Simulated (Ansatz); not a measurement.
Geometry optimisation, DFT PBE-D3(BJ), scalar-relativistic, plane waves, PAW (Ansatz).

The input (input.yaml):

```yaml
crystal:
  lattice:
    - [5.048742, 0.0, 0.0]
    - [0.0, 5.048742, 0.0]
    - [0.0, 0.0, 16.1647]
  atoms:
    - { symbol: H, position: [0.42778688, 0.0, 0.0618632] }
    - { symbol: H, position: [0.07221316, 0.0, 0.0618632] }
    - { symbol: H, position: [0.92778692, 0.0, 0.0618632] }
    - { symbol: H, position: [0.5722132, 0.0, 0.0618632] }
    - { symbol: H, position: [0.42778688, 0.50000004, 0.0618632] }
    - { symbol: H, position: [0.07221316, 0.50000004, 0.0618632] }
    - { symbol: H, position: [0.92778692, 0.50000004, 0.0618632] }
    - { symbol: H, position: [0.5722132, 0.50000004, 0.0618632] }
    - { symbol: C, position: [0.25000002, 0.0, 0.10112777] }
    - { symbol: C, position: [0.75000006, 0.0, 0.10112777] }
    - { symbol: C, position: [0.25000002, 0.50000004, 0.10112777] }
    - { symbol: C, position: [0.75000006, 0.50000004, 0.10112777] }
    - { symbol: C, position: [0.25000002, 0.25000002, 0.15634067] }
    - { symbol: C, position: [0.75000006, 0.25000002, 0.15634067] }
    - { symbol: C, position: [0.25000002, 0.75000006, 0.15634067] }
    - { symbol: C, position: [0.75000006, 0.75000006, 0.15634067] }
    - { symbol: C, position: [0.0, 0.25000002, 0.21155357] }
    - { symbol: C, position: [0.50000004, 0.25000002, 0.21155357] }
    - { symbol: C, position: [0.0, 0.75000006, 0.21155357] }
    - { symbol: C, position: [0.50000004, 0.75000006, 0.21155357] }
    - { symbol: C, position: [0.0, 0.0, 0.26676647] }
    - { symbol: C, position: [0.50000004, 0.0, 0.26676647] }
    - { symbol: C, position: [0.0, 0.50000004, 0.26676647] }
    - { symbol: C, position: [0.50000004, 0.50000004, 0.26676647] }
    - { symbol: C, position: [0.25000002, 0.0969069, 0.31950485] }
    - { symbol: C, position: [0.75000006, 0.0969069, 0.31950485] }
    - { symbol: C, position: [0.25000002, 0.40309314, 0.2972341] }
    - { symbol: C, position: [0.75000006, 0.40309314, 0.2972341] }
    - { symbol: "N", position: [0.58333338, 0.63436442, 0.34486876] }
    - { symbol: "N", position: [1.08333342, 0.8656357, 0.34858055] }
basis:
  ecutwfc: 420.0
kpoints:
  mp_grid: { grid: [2, 2, 1] }
hamiltonian:
  xc: pbe
  dispersion: d3bj
  pseudopotentials: { kind: paw, azcp: { folder: soft_1 } }
scf:
  occupations: { method: gaussian, width: 0.02 }
  lower_state_search: "off"
relax:
  f_tol: 0.03
  max_steps: 60
  adjacent_minimum: "off"
  constraints: [{ sites: [0, 1, 2, 3, 4, 5, 6, 7, 8, 9, 10, 11, 12, 13, 14, 15] }]
```

Launched with:

```bash
$ ansatz run input.yaml --threads 1 --pin off --max-ram 3072MiB --backend cpu --events-out ev --progress --plain --runs-dir out
```

Task: Where does it end, and by what steps?

Result: The run converged. The force dipped under the threshold on the way, but the program's further checks kept it going. Limits of this set-up: coarse k mesh, thin slab, slab without dipole correction. After 15 steps the energy has fallen by 7.530 eV; N30 moved furthest, 0.65 Å. The start is strongly strained (largest force component 9 eV/Å), so its close contacts needn't be bonds. Parted: C21–C25 (1.60 → 2.07 Å), C24–N29 (1.49 → 1.84 Å). Joined: C26–N30 (2.10 → 1.53 Å).

| step | energy less start (eV) | largest force component (eV/Å) | accepted |
| --- | --- | --- | --- |
| 0 | 0.0000 | 9.278 | yes |
| 1 | -3.6798 | 5.949 | yes |
| 2 | -5.8106 | 2.212 | yes |
| 3 | -6.2989 | 1.386 | yes |
| 4 | -6.6209 | 2.335 | yes |
| 5 | -6.9811 | 1.388 | yes |
| 6 | -7.3123 | 1.168 | yes |
| 7 | -7.4469 | 0.984 | yes |
| 8 | -7.4974 | 0.573 | yes |
| 9 | -7.5191 | 0.188 | yes |
| 10 | -7.5229 | 0.115 | yes |
| 11 | -7.5273 | 0.152 | yes |
| 12 | -7.5295 | 0.073 | yes |
| 13 | -7.5297 | 0.106 | yes |
| 14 | -7.5300 | 0.028 | yes |
| 15 | -7.5300 | 0.028 | yes |

```xyz
30
Lattice="5.0487 0.0000 0.0000 0.0000 5.0487 0.0000 0.0000 0.0000 16.1647" Properties=species:S:1:pos:R:3
H 2.160 0.000 1.000
H 0.365 0.000 1.000
H 4.684 0.000 1.000
H 2.889 0.000 1.000
H 2.160 2.524 1.000
H 0.365 2.524 1.000
H 4.684 2.524 1.000
H 2.889 2.524 1.000
C 1.262 0.000 1.635
C 3.787 0.000 1.635
C 1.262 2.524 1.635
C 3.787 2.524 1.635
C 1.262 1.262 2.527
C 3.787 1.262 2.527
C 1.262 3.787 2.527
C 3.787 3.787 2.527
C 0.026 1.253 3.330
C 2.555 1.273 3.423
C -0.032 3.754 3.413
C 2.497 3.826 3.542
C -0.139 -0.006 4.147
C 2.526 0.127 4.514
C 0.014 2.455 4.277
C 2.466 2.538 4.349
C 1.325 0.773 5.380
C 3.894 0.493 5.104
C 1.241 2.109 5.074
C 3.902 2.079 5.165
N 3.261 2.861 5.977
N 5.239 4.978 5.565
```

Whether the end is a true minimum wasn't checked by a vibrational analysis.

Run time: 89 s on 1 thread of Arm Neoverse V2 (shared host), peak memory 0.58 GiB.
